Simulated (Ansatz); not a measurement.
Reaction (formal exchange of groups at a C–In bond): `N#[C][In]([F])[F]` + `C[SiH3]` → `N#CC[SiH3]` + `[F][InH][F]`

Program: Ansatz. Geometries: PBE0-D4/def2-TZVP. ΔE: electronic, gas phase. CCSD(T)/CBS adds triple-zeta CCSD(T) − MP2 to the extrapolated MP2 energy (def2 sets, frozen cores). This one scheme is used for every species. Functionals use def2-TZVPP. Elements past krypton have def2 core potentials. For In outer-core shells are correlated without core-valence functions, which leaves a few kJ/mol of doubt a bond.

| level | ΔE (kJ/mol) |
| --- | --- |
| LDA (SPW92) | -13.3 |
| r2SCAN-D4 | 8.4 |
| PBE0-D4 | 6.0 |
| r2SCAN0-D4 | 8.1 |
| ωB97X-V | 14.1 |
| HF/def2-QZVPP | 21.7 |
| HF/CBS(def2) | 21.7 |
| CCSD/CBS(def2) | 19.8 |

Q: What does CCSD(T)/CBS give? (An estimate is asked.)

A: Computed: +21.0 kJ/mol. The listed levels differ from it by -34.3, -12.6, -15.0, -12.9, -6.9, 0.7, 0.7, -1.2 kJ/mol.

Largest T1 diagnostic among the species: 0.017.

Leaving LDA and LC-ωPBE aside and taking each functional with its dispersion term where it has one, the values, not all of them listed here, spread over 12.7 kJ/mol, from PBE-D4 to B2PLYP. LDA lies −18.8 kJ/mol from PBE without D4.
